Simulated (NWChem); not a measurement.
System: MgH₅O₃Cl; SMILES [OH][Mg](<-[OH2])(<-[OH2])[Cl]

The following NWChem deck was run.

```
start job
memory heap 200 mb stack 900 mb global 1100 mb
geometry units angstroms noautosym nocenter noautoz
  Mg     0.083895    -0.079777     0.292580
  Cl     0.460423     2.109286     0.780782
  O      0.562825    -1.849395     0.632059
  H      0.611753    -2.508602     1.321462
  O      0.585578    -0.866655    -1.587523
  H      0.765972    -1.652705    -0.978061
  H      1.399571    -0.661354    -2.058354
  O     -1.924676     0.391908     0.024939
  H     -2.467259     0.179012    -0.742741
  H     -1.874427     1.361041     0.099644
end
basis spherical
  Mg library 6-31g*
  Cl library 6-31g*
  O library 6-31g*
  H library 6-31g*
end
dft
  xc pbe0
  iterations 150
end
property
  efieldgrad
end
task dft property
```

The geometry was optimised at PBE0/def2-SVP.

Vzz is the largest principal value of the second derivative of the potential at the nucleus (NWChem prints the opposite sign); η is the asymmetry. Non-relativistic.

Atoms are numbered as in the input.

Q: What results follow from this input? (PBE0/6-31G* (spherical d).) Quantities: Vzz Mg1 (a.u.); η Mg1; Vzz Cl2 (a.u.); η Cl2; Vzz O3 (a.u.); η O3; Vzz O5 (a.u.); η O5.

A: The vzz Mg1 (a.u.) is -0.351. The η Mg1 is 0.23. The vzz Cl2 (a.u.) is 0.589. The η Cl2 comes out as 0.25 and the vzz O3 (a.u.) is 1.395. The η O3 is 0.31, the vzz O5 (a.u.) comes out as -1.320 and the η O5 is 0.96.
